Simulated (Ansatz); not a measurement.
The same path of F2GeH2O + H2S (9 atoms, charge 0, multiplicity 1) was run twice with different band settings. Lost on the way: Ge1–H2, S7–H9. Made: Ge1–S7, H2–H9.

The calculation used Ansatz, RKS B3LYP/def2-SVP.

Relaxed end points:

```xyz
9
Properties=species:S:1:pos:R:3
Ge -0.174 0.262 -0.033
H 0.344 0.615 1.348
F 1.059 0.331 -1.244
F -1.343 1.419 -0.584
O -0.945 -1.322 -0.080
H -1.447 -1.478 -0.894
S 1.805 -2.574 1.623
H 0.672 -2.708 0.894
H 1.115 -2.539 2.787
```

```xyz
9
Properties=species:S:1:pos:R:3
Ge 0.149 -0.655 -0.536
H 0.426 -0.262 3.762
F 0.771 0.136 -1.942
F -0.005 0.557 0.686
O -1.510 -1.161 -0.811
H -1.589 -1.836 -1.501
S 1.613 -2.213 0.003
H 0.899 -2.572 1.099
H 0.332 0.011 3.057
```

Common settings: movable images 7; climbing image yes; spring 5.0 eV/Å²; optimiser quadratic models (default); start path through a guess of the saddle point; iteration limit 60; end points relaxed.

| run | force threshold |
| --- | --- |
| 1 | 0.05 eV/Å |
| 2 | 0.2 eV/Å |

Question: What does each run give, and how far can it be trusted?

Answer: Run 1: converged after 29 iterations, highest image 2.244 eV above the first end. The profile has 2 maxima (images 1, 4) with wells between them (image 2): this band takes more than one step, which may be the mechanism or a detour left from its start path. A structure lower than the first end lies on the path between it and the top, so the climb from that side starts below the end, which may itself be a saddle point or a shallow side well. Neighbouring images differ by up to 2.2 eV, so the band resolves the path poorly. A vibrational analysis at the climbing image gives one clearly imaginary mode, 1316i cm⁻¹: a first-order saddle point.
Run 2: converged after 18 iterations, highest image 2.252 eV above the first end. The threshold of 0.2 eV/Å is loose, so the images may lie well off the minimum-energy path. The profile has 2 maxima (images 1, 4) with wells between them (image 2): this band takes more than one step, which may be the mechanism or a detour left from its start path. Neighbouring images differ by up to 2.1 eV, so the band resolves the path poorly. The order of the stationary point at the top wasn't checked.
The orbitals stay closed-shell, which can raise the energy where a bond breaks towards radicals; this wasn't checked here.
